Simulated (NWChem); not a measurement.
Si₂HCl₄, doublet; SMILES Cl[SiH][Si](Cl)(Cl)Cl

```xyz
7

Cl    -0.1165    -2.9945     0.0181
Si     1.1903    -1.3915    -0.0367
Si     0.0002     0.6130    -0.0047
Cl    -1.2008     0.8341     1.6494
Cl    -1.1767     0.7567    -1.6795
Cl     1.3876     2.1327    -0.0194
H      2.1400    -1.4940     1.1141
```
Atoms are numbered in this order, from 1.

Program: NWChem. Spin-unrestricted. Geometry: optimised at PBE0/def2-SVP, spin-unrestricted. No stability test was run on the SCF state. Level PBE/def2-SVP: single points from the atomic guess with DIIS by default; each run changes one setting, and all converged runs end within 0.3 mHa of each other.

**Question.** Which setting needs the most SCF iterations, or fails (DIIS on 3 Fock matrices; no level shifting; defaults; level shift of 0.5 Ha throughout; occupation smearing of 0.005 Ha)?

**Answer.** level shift of 0.5 Ha throughout, with 18 against 10 for the defaults.
```csv
setting,SCF iterations
defaults,10
occupation smearing of 0.005 Ha,10
no level shifting,10
DIIS on 3 Fock matrices,8
level shift of 0.5 Ha throughout,18
```
